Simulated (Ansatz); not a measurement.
Consider the substitution at a C–B bond: `NBCF` + `O[SiH2]F` → `FCO[SiH2]F` + `BN`.

Isolated molecules relaxed with PBE0-D4/def2-TZVP in Ansatz; ΔE leaves out vibrations. CBS: MP2 limit from def2 TZ/QZ plus the TZ coupled-cluster correction, frozen cores. This one scheme is used for every species. Functionals use def2-TZVPP. HSE06 is defined as in plane-wave codes. Each species was taken in one conformer, which may not be the lowest.

| level | ΔE (kcal/mol) | difference from CCSD(T)/CBS |
| --- | --- | --- |
| BLYP-D4 | 13.2 | -1.4 |
| HSE06-D4 | 14.3 | -0.3 |
| revPBE | 14.3 | -0.3 |
| HSE06 | 14.5 | -0.1 |
| RPA@PBE/def2-TZVPP | 12.0 | -2.6 |
| MP2/def2-SVP | 10.8 | -3.8 |
| CCSD(T)/def2-TZVPP | 13.5 | -1.1 |
| MP2/def2-QZVPP | 14.9 | 0.3 |
| HF/CBS(def2) | 10.7 | -3.9 |
| CCSD/CBS(def2) | 14.6 | 0.0 |
| CCSD(T)/CBS | 14.6 | 0 |

Largest T1 diagnostic among the species: 0.012.

Leaving LDA and LC-ωPBE aside and taking each functional with its dispersion term where it has one, the values, not all of them listed here, spread over 1.9 kcal/mol, from BHLYP-D4 to B97M-V. In def2-TZVPP, CCSD(T) changes the Hartree–Fock value by +2.7 kcal/mol (the triples alone add +0.0 kcal/mol) and MP2 by +3.5 kcal/mol. At CCSD(T), def2-SVP lies −4.8 kcal/mol from the extrapolated value and def2-TZVPP −1.1 kcal/mol.
